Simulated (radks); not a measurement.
Spin polarisation of the 3d8 shell in neutral nickel. Start: [Ar] 3d(up 4, down 4) 4s2; electrons of 3d are moved from spin down to spin up, other shells keep equal spins. Method: scalar-relativistic Kohn-Sham, LDA (Slater exchange, Perdew-Wang correlation), spin-polarised, spherical densities, point nucleus; computed with a radial shooting solver on a logarithmic mesh with Libxc functionals.

moment (Bohr magnetons)  E - E(0) (eV)  e(3d up) (eV)  e(3d down) (eV)  4s down minus up (eV)  3p down minus up (eV)
0                                0.000         -9.140           -9.140                  0.000                  0.000
0.5                             -0.059         -9.370           -8.899                  0.085                  0.533
1                               -0.236         -9.589           -8.646                  0.169                  1.066
1.5                             -0.530         -9.796           -8.381                  0.255                  1.599
2                               -0.943         -9.991           -8.106                  0.341                  2.133

At moment 2 the spin-polarisation energy is -0.943 eV and the 3d exchange splitting 1.885 eV, that is 0.942 eV per Bohr magneton; E = -I m^2/4 would give I = 0.943 eV.
